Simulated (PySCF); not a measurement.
Name the molecule from its bond curve

A diatomic of charge 0 contains Hf. Its doublet curve at ROHF-CCSD in a triple-zeta basis (scalar-relativistic core potentials, PySCF), in eV from the separated fragments:

R (Å), E (eV) and a bar:
```
    2.079     -4.206 ############################
    2.171     -4.646 ##########
    2.241     -4.813 ###
    2.310     -4.876 
    2.379     -4.861 #
    2.472     -4.752 #####
    2.587     -4.521 ###############
    2.726     -4.168 ##############################
```

The fit gives ωe = 374 cm⁻¹ and the rotational constant Bₑ = 0.1062 cm⁻¹.

Q: Which atom is the partner?

A: The minimum lies at 2.329 Å, so the reduced mass is 16.8576 u Å² cm⁻¹/(Bₑ·Re²) = 29.26 u. With Hf at 179.95 u the partner weighs about 34.9 u: Cl. The molecule is HfCl.

Correlated steps freeze 5 core orbitals. Spin–orbit coupling is left out. With d or f electrons several states lie close, and the lowest PBE0 determinant need not be the measured ground state.
